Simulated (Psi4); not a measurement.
CH2F (SMILES [CH2]F), doublet, at a GFN2-xTB geometry. Base run: HF/def2-SVP (Psi4 1.11).

Here is a job for Psi4.
```
memory 2 GB

molecule {
0 2
C     0.00052334    0.46021569    0.46078947
F    -0.00116407   -0.45465534   -0.50735425
H    -0.95081668    0.65452567    0.91257266
H     0.95815328    0.67607827    0.88887881
}

set {
  basis def2-svp
  reference uhf
}

energy('scf')
print_variables()
```

The base run was repeated with changes; each row names its change, and settings that it needs were set with it.

| change | ΔE vs base (µEh) | SCF cycles | basis functions | outcome |
|---|---|---|---|---|
| base | 0.0 | 10 | 38 | converged |
| damping_percentage = 50 | - | - | 38 | not converged |
| scf_initial_accelerator = ediis | 0.0 | 10 | 38 | converged |
| scf_type = pk | -102 | 10 | 38 | converged |
| df_basis_scf = cc-pvqz-jkfit | -101 | 10 | 38 | converged |
| scf_type = dfdirj+link | -149 | 10 | 38 | converged |
| ints_tolerance = 1e-8 | 0.0 | 10 | 38 | converged |
| guess = sapgau | 0.0 | 10 | 38 | converged |
| guess = gwh | 0.0 | 11 | 38 | converged |
| puream = false | -4600 | 10 | 40 | converged |
| guess = modhuckel | 0.0 | 11 | 38 | converged |
| diis_max_vecs = 15 | 0.0 | 10 | 38 | converged |
| puream = true | 0.0 | 10 | 38 | converged |

Open shells are given as the SCF converged; they aren't shown to be the lowest states, and a large step between rows can be another state.
